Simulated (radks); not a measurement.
Results of a calculation; reference values are marked as such.
Task: Species: the silicon ion Si+. Configuration: [Ne] 3s2 3p1. Level of theory: non-relativistic Kohn-Sham, BLYP, spin-unpolarised, spherical densities, point nucleus (a radial shooting solver on a logarithmic mesh with Libxc functionals). Some entries of the table are withheld. Estimate them.

orbital,occ.,eigenvalue (eV),<r> (bohr)
1s,2,(1),0.1116
2s,2,(2),(3)
2p,6,-105.1071,(4)
3s,2,-18.8561,2.056
3p,1,-11.5284,(5)

Result: 
(1) 1s eigenvalue (eV): -1792.138
(2) 2s eigenvalue (eV): -148.1387
(3) 2s <r> (bohr): 0.5703
(4) 2p <r> (bohr): 0.5379
(5) 3p <r> (bohr): 2.467
